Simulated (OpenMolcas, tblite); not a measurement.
How methods differ on CH3AlF2O (SMILES C[O][Al]([F])[F])

CH3AlF2O: 8 atoms, total charge 0, spin state singlet. SMILES: `C[O][Al]([F])[F]`. Geometry: relaxed at PBE0-D4/def2-TZVP.

Quantity: the dipole moment, in D. The values are calculated.

```json
{"level": "GFN1-xTB", "kind": "semi-empirical", "program": "tblite", "value (D)": "2.90", "CPU time": "under 2 s"}
{"level": "HF/6-31G* (spherical functions)", "kind": "Hartree–Fock", "program": "OpenMolcas", "value (D)": "2.25", "CPU time": "7.9 s"}
{"level": "SVWN5/6-31G* (spherical functions)", "kind": "LDA", "program": "OpenMolcas", "value (D)": "2.09", "CPU time": "22 s"}
{"level": "BLYP/6-31G* (spherical functions)", "kind": "GGA", "program": "OpenMolcas", "value (D)": "1.99", "CPU time": "30 s"}
{"level": "M06-L/6-31G* (spherical functions)", "kind": "meta-GGA", "program": "OpenMolcas", "value (D)": "1.99", "CPU time": "39 s"}
{"level": "M06-2X/6-31G* (spherical functions)", "kind": "hybrid meta-GGA", "program": "OpenMolcas", "value (D)": "2.14", "CPU time": "38 s"}
{"level": "PBE0/6-31G* (spherical functions)", "kind": "global hybrid", "program": "OpenMolcas", "value (D)": "2.09", "CPU time": "28 s"}
{"level": "B3LYP/6-31G* (Cartesian functions)", "kind": "global hybrid", "program": "OpenMolcas", "value (D)": "2.07", "CPU time": "31 s"}
```

The values span 1.99 to 2.90 D. Magnitudes only. CPU times are rough (shared hosts, several kinds of processor): they show what a rung costs within a factor of a few.
